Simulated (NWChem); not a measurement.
System: LiCl; SMILES [Cl][Li]

```xyz
2

Li     0.0000     0.0000    -1.6867
Cl     0.0000     0.0000     0.3170
```
Atoms are numbered in this order, from 1.

Program: NWChem. Coordinates come from a PBE0/def2-SVP optimisation. GIAO values for the isolated, static molecule; σ is the absolute isotropic shielding.

For level PBE/pcSseg-1:

| Property | Value |
|---|---|
| σ Cl2 (ppm) | 976.3 |

**Question.** What are these values for level PBE0/pcSseg-1?

**Answer.** The σ Cl2 (ppm) is 998.2.
